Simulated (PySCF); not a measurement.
**Checking a proposed structure**

A compound C$_{5}$H$_{6}$O$_{2}$ gives the data below (simulated from a calculation) and was assigned the structure `C[C@H]1C=CC(=O)O1`.

¹³C{¹H} NMR (computed): δ 168.1 (C), 135.1 (CH), 119.4 (CH), 88.2 (CH), 56.1 (CH3).

¹H NMR (600 MHz, computed): δ 6.95 (m, 1H), 6.60 (m, 1H), 5.54 (m, 1H), 4.05 (s, 3H).

Theory: geometry from GFN2-xTB, shieldings: GIAO PBE0/pcSseg-1, in PySCF (one computed conformer, one averaged value for each set of equivalent atoms, non-relativistic Hamiltonian, no solvent).

Shifts are taken against calculated references (same method and geometry level): ¹H (σref 31.72) and ¹³C (σref 186.93) against TMS.

Task: Compare with the shifts computed for the proposed structure, pairing carbons in order of shift.

Result: Atoms are numbered as in `[CH3:1][C@H:2]1[CH:3]=[CH:4][C:5](=[O:6])[O:7]1` (H(Xn): hydrogen on atom n).

| atom | computed for proposal | given list | difference |
| --- | --- | --- | --- |
| C5 | 175.5 | 168.1 | +7.4 |
| C3 | 164.9 | 135.1 | +29.8 |
| C4 | 131.2 | 119.4 | +11.8 |
| C2 | 81.7 | 88.2 | -6.5 |
| C1 | 22.6 | 56.1 | -33.5 |

The rms difference is 21.2 ppm and the largest -33.5 ppm at C1 (methyl carbon). The proposal doesn't fit.

Task: Which isomer fits?

Result: `InChI=1S/C5H6O2/c1-6-5-3-2-4-7-5/h2-4H,1H3`.

Carbon types of the structure: 1 × C, 3 × CH, 1 × CH3, which accounts for all hydrogens. δC 168.1: aromatic carbon bearing oxygen; an ipso carbon deshielded by its heteroatom. δC 135.1: aromatic CH next to the ring oxygen. δC 119.4, 88.2: aromatic CH. δC 56.1: methyl carbon bonded to O; the inductive effect lowers its shielding.

The shifts were computed for this structure.

Shifts are as computed. Against solution values, carbons near 30 ppm lie about +3 ppm off and those near 130 ppm about +5 ppm. Of 1211 compounds with measured shifts, 218 miss one by over three times the rms of a fit or turn the order of signals round; such compounds aren't used in these exercises. No couplings were computed; multiplicities are counted from neighbouring protons, with m where these are inequivalent, close in shift, in a saturated or five-membered ring or joined by F or P, and br s for small geminal =CH2 splittings.
